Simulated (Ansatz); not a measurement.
Mulliken charges of CH₃B₂Cl₂N (`ClB(Cl)B1CN1`) from PBE/def2-TZVPP in Ansatz (PBE0-D4/def2-TZVP geometry).

```json
{"atom": "Cl1", "x (Å)": "2.217", "y (Å)": "-1.638", "z (Å)": "-1.359", "charge (e)": "-0.093"}
{"atom": "B2", "x (Å)": "1.380", "y (Å)": "-1.138", "z (Å)": "0.091", "charge (e)": "0.369"}
{"atom": "Cl3", "x (Å)": "1.811", "y (Å)": "-1.895", "z (Å)": "1.607", "charge (e)": "-0.093"}
{"atom": "B4", "x (Å)": "0.169", "y (Å)": "-0.011", "z (Å)": "0.022", "charge (e)": "-0.259"}
{"atom": "C5", "x (Å)": "-1.345", "y (Å)": "0.399", "z (Å)": "-0.157", "charge (e)": "-0.186"}
{"atom": "N6", "x (Å)": "-0.216", "y (Å)": "1.275", "z (Å)": "0.083", "charge (e)": "-0.109"}
{"atom": "H7", "x (Å)": "-2.056", "y (Å)": "0.269", "z (Å)": "0.658", "charge (e)": "0.092"}
{"atom": "H8", "x (Å)": "-1.798", "y (Å)": "0.430", "z (Å)": "-1.147", "charge (e)": "0.091"}
{"atom": "H9", "x (Å)": "-0.074", "y (Å)": "2.263", "z (Å)": "0.185", "charge (e)": "0.188"}
```

**Question.** By hand: the dipole of these point charges (1 e Å = 4.8032 D).

**Answer.** Σ q r = (-0.002, 0.188, 0.016) e Å, of length 0.189 e Å = 0.91 D.

**Question.** How does the dipole of the full density compare? (Best estimate.)

**Answer.** Ansatz gave: (-0.166, 0.399, 0.010) e Å, 2.08 D; the point charges give 0.44 times that, at 22° from its direction.

Point charges leave out the atoms' own dipoles, such as those of lone pairs, and Mulliken's split depends on the basis, so the two needn't agree.
